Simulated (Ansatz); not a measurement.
Computed with Ansatz on PBE0-D4/def2-TZVP structures; ΔE is electronic, products minus reactants. CBS: MP2 limit from def2 TZ/QZ plus the TZ coupled-cluster correction, frozen cores. This one scheme is used for every species. Functionals use def2-TZVPP. B3LYP here is the variant with VWN-RPA as its local correlation; programs differ in this. For Ge outer-core shells are correlated without core-valence functions, which leaves a few kJ/mol of doubt a bond. Scalar relativity is left out up to krypton.

Consider the hydrogenolysis of the Si–C bond: `C[SiH](F)[GeH3]` + H₂ → `F[SiH2][GeH3]` + CH₄.

`C[SiH](F)[GeH3]`:

```xyz
11

C    -0.257   -0.123   -1.726
Si   -0.363   -0.776    0.010
F    -1.911   -1.015    0.381
Ge    0.560    0.735    1.605
H     0.790    0.007   -2.013
H    -0.719   -0.820   -2.430
H    -0.758    0.843   -1.818
H     0.311   -2.100    0.108
H     2.056    0.950    1.310
H    -0.138    2.104    1.535
H     0.429    0.195    3.038
```

H₂:

```xyz
2

H     0.108    0.357   -0.015
H    -0.108   -0.357    0.015
```

`F[SiH2][GeH3]`:

Z-matrix (Å, degrees):
```
Si
Ge 1 2.380
F 1 1.606 2 109.6
H 1 1.485 2 111.2 3 -119.0
H 1 1.486 2 111.2 3 119.0
H 2 1.539 1 108.9 3 179.7
H 2 1.536 1 110.9 3 60.3
H 2 1.536 1 110.9 3 -60.9
```

CH₄:

Z-matrix (Å, degrees):
```
C
H 1 1.090
H 1 1.090 2 109.5
H 1 1.090 2 109.5 3 -120.0
H 1 1.090 2 109.5 3 120.0
```

CCSD(T)/CBS gives -3.9 kcal/mol.

Question: Another level gave -2.5 kcal/mol. Which?
A. B3LYP-D4/def2-TZVPP
B. B2PLYP/def2-TZVPP
C. B3LYP/def2-TZVPP
D. revPBE-D4/def2-TZVPP

Answer: D. revPBE-D4 -2.5, B3LYP-D4 -4.7, B3LYP -6.8, B2PLYP -5.6 kcal/mol.

Largest T1 diagnostic among the species: 0.012.

The D4 term adds +2.1 kcal/mol with B3LYP and +1.2 kcal/mol with PBE0; it sums over pairs of atoms, weighted by their polarisabilities, and B3LYP, whose exchange is more repulsive, gets the larger term. At CCSD(T), def2-SVP lies −3.4 kcal/mol from the extrapolated value and def2-TZVPP −0.6 kcal/mol. Leaving LDA and LC-ωPBE aside and taking each functional with its dispersion term where it has one, the values spread over 3.2 kcal/mol, from B2PLYP to revPBE-D4. LDA lies +1.7 kcal/mol from PBE without D4.
